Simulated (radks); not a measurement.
Values are calculated unless marked as measured or tabulated.
Spin polarisation of the 5p1 shell in Sb2+. Start: [Kr] 4d10 5s2 5p(up 0.5, down 0.5); electrons of 5p are moved from spin down to spin up, other shells keep equal spins. Code: a radial shooting solver on a logarithmic mesh with Libxc functionals. Model: scalar-relativistic Kohn-Sham, PBEsol, spin-polarised, spherical densities, point nucleus.

moment (Bohr magnetons),E - E(0) (eV),e(5p up) (eV),e(5p down) (eV),5s down minus up (eV)
0,0.000,-20.128,-20.128,0.000
0.25,-0.016,-20.250,-19.997,0.231
0.5,-0.063,-20.365,-19.859,0.462
0.75,-0.142,-20.474,-19.712,0.695
1,-0.254,-20.575,-19.556,0.930

At moment 1 the spin-polarisation energy is -0.254 eV and the 5p exchange splitting 1.019 eV, that is 1.019 eV per Bohr magneton; E = -I m^2/4 would give I = 1.014 eV.
